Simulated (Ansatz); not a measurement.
Two shapes of singlet SiF₄.

Shape 1:

```xyz
5

Si    0.0052   -0.0473    0.0154
F     0.8949    0.8975    0.8743
F     0.8808   -0.9181   -0.8802
F    -0.8752    0.8868   -0.9125
F    -0.8692   -0.9265    0.9304
```

Shape 2:

```xyz
5

Si    0.0000    0.0000    0.0000
F     0.9158    0.9158    0.9158
F     0.9158   -0.9158   -0.9158
F    -0.9158    0.9158   -0.9158
F    -0.9158   -0.9158    0.9158
```

Basis set: def2-TZVP (spherical functions). Frozen core: 9 orbitals. Charge 0, multiplicity 1.

Computed with Ansatz (development build ahead of 0.2.0); each method stands on the lowest determinant of its kind that the runs found.

**Question.** Which shape is lower in energy, and by how much in each method?

**Answer.**

```json
{"method": "RHF", "E(2) − E(1) (eV)": "0.137"}
{"method": "RHF-MP2", "E(2) − E(1) (eV)": "-0.035"}
```

The methods disagree on the order.
